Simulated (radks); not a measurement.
Results of a calculation; reference values are marked as such.
Ionisation of neutral promethium, [Xe] 4f5 6s2, to [Xe] 4f5 6s1 as the strength of local exchange is varied. Code: a radial shooting solver on a logarithmic mesh with Libxc functionals. Model: Dirac Kohn-Sham, Slater X-alpha exchange (alpha = 2/3 is LDA exchange), no correlation, spin-unpolarised, spherical densities, finite nucleus; open shells fill j = l - 1/2 first; Fermi nuclear charge, rms radius 4.962 fm.

alpha = 0.667: E(Pm) (hartree) -10013.6430; exchange (hartree) -216.5894; IE (eV) 5.229; -e of the level emptied (eV) 2.881 (6s1/2); <r> of it (bohr) 4.450
alpha = 0.891: E(Pm) (hartree) -10086.6555; exchange (hartree) -291.5059; IE (eV) 6.279; -e of the level emptied (eV) 3.841 (6s1/2); <r> of it (bohr) 4.185
alpha = 0.893: E(Pm) (hartree) -10087.3099; exchange (hartree) -292.1795; IE (eV) 6.289; -e of the level emptied (eV) 3.851 (6s1/2); <r> of it (bohr) 4.183
alpha = 0.918: E(Pm) (hartree) -10095.4930; exchange (hartree) -300.6073; IE (eV) 6.415; -e of the level emptied (eV) 3.967 (6s1/2); <r> of it (bohr) 4.154
alpha = 0.96: E(Pm) (hartree) -10109.2558; exchange (hartree) -314.7955; IE (eV) 6.629; -e of the level emptied (eV) 4.167 (6s1/2); <r> of it (bohr) 4.107

NIST Atomic Spectra Database: 5.582 eV (measured). The Delta-SCF value meets it near alpha = 0.74. Spin polarisation and multiplet splitting are left out, so open shells lie too high by an amount that depends on their filling.

Beside tabulated values, note that spin-unpolarised runs miss the spin-polarisation part of the exchange energy of open shells.
